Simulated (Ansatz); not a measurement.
`BC(=C)Br` + `[NH2][AlH][OH]` → `B[O][AlH][NH2]` + `C=CBr`  (ligand exchange at a B–C bond)

Gas-phase electronic energies from Ansatz, PBE0-D4/def2-TZVP geometries. CCSD(T)/CBS adds triple-zeta CCSD(T) − MP2 to the extrapolated MP2 energy (def2 sets, frozen cores). This one scheme is used for every species. DFT in def2-TZVPP. For Br outer-core shells are correlated without core-valence functions, which leaves a few kJ/mol of doubt a bond. Scalar relativity is left out up to krypton. Each species was taken in one conformer, which may not be the lowest.

CCSD(T)/CBS gives -1.17 eV.

Another level gave -1.21 eV. Which?
A. r2SCANh/def2-TZVPP
B. BLYP/def2-TZVPP
C. revPBE/def2-TZVPP
D. CAM-B3LYP/def2-TZVPP

A. r2SCANh -1.21, BLYP -1.25, revPBE -1.17, CAM-B3LYP -1.30 eV.

Largest T1 diagnostic among the species: 0.013.

Leaving LDA and LC-ωPBE aside and taking each functional with its dispersion term where it has one, the values, not all of them listed here, spread over 0.17 eV, from CAM-B3LYP-D4 to revPBE-D4. The D4 term adds +0.04 eV with B3LYP and +0.02 eV with PBE0; it sums over pairs of atoms, weighted by their polarisabilities, and B3LYP, whose exchange is more repulsive, gets the larger term. In def2-TZVPP, CCSD(T) changes the Hartree–Fock value by +0.14 eV (the triples alone add +0.03 eV) and MP2 by +0.16 eV.

B3LYP here is the variant with VWN-RPA as its local correlation; programs differ in this.
